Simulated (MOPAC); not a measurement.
MOPAC input (PM6):

```
PM6 1SCF UHF MS=0.5 GEO-OK AUX(PRECISION=9) THREADS=1
CH3Si

C    -1.15878554 1   -0.23099395 1   -0.04654759 1
Si    0.47520641 1    0.09472832 1    0.01908870 1
H    -2.20799381 1   -0.44014462 1   -0.08869354 1
H     1.49426260 1   -0.96659357 1    0.10401088 1
H     1.01355473 1    1.46650544 1   -0.00327365 1
```

Output:

```
 *******************************************************************************
 **                                                                           **
 **                              MOPAC v23.2.5                                **
 **                                                                           **
 *******************************************************************************
 ** MOPAC's Digital Object Identifier: https://doi.org/10.5281/zenodo.6511958 **
 **                                                                           **
 ** Please cite the open-source release paper for use of this MOPAC version:  **
 ** J. E. Moussa and J. J. P. Stewart (2026)                                  **
 ** MOPAC: An open-source semiempirical molecular orbital program             **
 ** J. Open Source Softw., 11(119), 8025, https://doi.org/10.21105/joss.08025 **
 *******************************************************************************

                              PM6 CALCULATION RESULTS

 *******************************************************************************
 *  PM6        - The PM6 Hamiltonian to be used
 *  GEO-OK     - OVERRIDE INTERATOMIC DISTANCE AND OTHER SAFETY CHECKS
 *  UHF        - UNRESTRICTED HARTREE-FOCK CALCULATION
 *  MS=        - IN MECI, MAGNETIC COMPONENT OF SPIN =  0.5
 *  1SCF       - DO 1 SCF AND THEN STOP
 *  AUX        - OUTPUT AUXILIARY INFORMATION
 *******************************************************************************
PM6 1SCF UHF MS=0.5 GEO-OK AUX(PRECISION=9) THREADS=1
 CH3Si

   ATOM   CHEMICAL          X               Y               Z
  NUMBER   SYMBOL      (ANGSTROMS)     (ANGSTROMS)     (ANGSTROMS)

     1       C         -1.15878554  *  -0.23099395  *  -0.04654759  *
     2      Si          0.47520641  *   0.09472832  *   0.01908870  *
     3       H         -2.20799381  *  -0.44014462  *  -0.08869354  *
     4       H          1.49426260  *  -0.96659357  *   0.10401088  *
     5       H          1.01355473  *   1.46650544  *  -0.00327365  *

          CARTESIAN COORDINATES

    NO.       ATOM           X           Y           Z

     1         C         -1.1588     -0.2310     -0.0465
     2        Si          0.4752      0.0947      0.0191
     3         H         -2.2080     -0.4401     -0.0887
     4         H          1.4943     -0.9666      0.1040
     5         H          1.0136      1.4665     -0.0033

 General Reference for PM6:
 "Optimization of Parameters for Semiempirical Methods V: Modification of NDDO Approximations
 and Application to 70 Elements", J. J. P. Stewart, J. Mol. Mod., 13, 1173-1213 (2007)
 URL: https://link.springer.com/article/10.1007/s00894-007-0233-4

           Empirical Formula: C H3 Si  =     5 atoms

      MOLECULAR POINT GROUP   :   C2v

          UHF CALCULATION, NO. OF ALPHA ELECTRONS =    6
                           NO. OF BETA  ELECTRONS =    5

 -------------------------------------------------------------------------------
 PM6 1SCF UHF MS=0.5 GEO-OK AUX(PRECISION=9) THREADS=1
 CH3Si

     1SCF WAS SPECIFIED, SO BFGS WAS NOT USED
     SCF FIELD WAS ACHIEVED

                              PM6 CALCULATION
                                                       MOPAC v23.2.5 Linux

          FINAL HEAT OF FORMATION =         94.45266 KCAL/MOL =     395.18991 KJ/MOL

          COSMO AREA              =         91.01 SQUARE ANGSTROMS
          COSMO VOLUME            =         77.39 CUBIC ANGSTROMS

          IONIZATION POTENTIAL    =          7.849227 EV
          ALPHA SOMO LUMO (EV)    =         -8.848 -0.513
          BETA  SOMO LUMO (EV)    =         -7.849 -0.422
          NO. OF ALPHA ELECTRONS  =          6
          NO. OF BETA  ELECTRONS  =          5
          MOLECULAR WEIGHT        =         43.1202         POINT GROUP:  C2v

          MOLECULAR DIMENSIONS (Angstroms)

            Atom       Atom       Distance
            H     4    H     3     3.74446
            H     5    H     3     2.34210
           Si     2    C     1     0.00000

          SCF CALCULATIONS        =          1

   ATOM   CHEMICAL          X               Y               Z
  NUMBER   SYMBOL      (ANGSTROMS)     (ANGSTROMS)     (ANGSTROMS)

     1       C         -1.15878554  *  -0.23099395  *  -0.04654759  *
     2      Si          0.47520641  *   0.09472832  *   0.01908870  *
     3       H         -2.20799381  *  -0.44014462  *  -0.08869354  *
     4       H          1.49426260  *  -0.96659357  *   0.10401088  *
     5       H          1.01355473  *   1.46650544  *  -0.00327365  *

                             CARTESIAN COORDINATES

   1    C       -1.158785540    -0.230993950    -0.046547590
   2   Si        0.475206410     0.094728320     0.019088700
   3    H       -2.207993810    -0.440144620    -0.088693540
   4    H        1.494262600    -0.966593570     0.104010880
   5    H        1.013554730     1.466505440    -0.003273650

           Empirical Formula: C H3 Si  =     5 atoms

      MOLECULAR POINT GROUP   :   C2v

          ALPHA EIGENVALUES
 -21.45691 -17.20651 -12.22471 -12.19642  -9.43152  -8.84838  -0.51261   0.01444
   0.66872   1.32336   2.23623   2.59414   3.66635   4.30670   5.32647   7.16155

           BETA EIGENVALUES
 -21.04076 -17.11048 -12.10167 -11.81676  -7.84923  -0.42220  -0.30094   0.02358
   0.68686   1.29100   2.92497   3.33753   3.68302   4.32342   5.55578   7.41521

              NET ATOMIC CHARGES AND DIPOLE CONTRIBUTIONS

  ATOM NO.   TYPE          CHARGE      No. of ELECS.   s-Pop       p-Pop       d-Pop
    1          C          -0.463351        4.4634     1.21601     3.24734
    2         Si           0.310756        3.6892     1.18250     1.92980     0.57694
    3          H           0.152701        0.8473     0.84730
    4          H          -0.000053        1.0001     1.00005
    5          H          -0.000053        1.0001     1.00005
 DIPOLE           X         Y         Z       TOTAL
 POINT-CHG.     1.668     0.333     0.067     1.702
 HYBRID         0.472     0.094     0.019     0.481
 SUM            2.140     0.427     0.086     2.184

          ATOMIC ORBITAL ELECTRON POPULATIONS

     Atom    s        px        py        pz      x^2-y^2     xz        z^2       yz        xy
    1  C   1.21601   1.08586   0.87586   1.28562
    2 Si   1.18250   0.64965   0.74091   0.53924   0.13490   0.16739   0.02386   0.00735   0.24344
    3  H   0.84730
    4  H   1.00005
    5  H   1.00005

                    (SZ)    =    0.500000
                    (S**2)  =    0.791648

          ATOMIC ORBITAL SPIN POPULATIONS

    Atom   Total    s     px     py     pz   x^2-y^2  xz     z^2    yz     xy
         Atomic
    1  C  1.1083  0.027  0.072  0.827  0.181
    2 Si -0.1017 -0.017 -0.019  0.013 -0.163  0.011 -0.016  0.000 -0.001  0.089
    3  H -0.0330 -0.033
    4  H  0.0132  0.013
    5  H  0.0132  0.013

 **********************
 *                    *
 * JOB ENDED NORMALLY *
 *                    *
 **********************

 == MOPAC DONE ==
```

The geometry given is a B3LYP-D3(BJ)/def2-TZVP minimum.
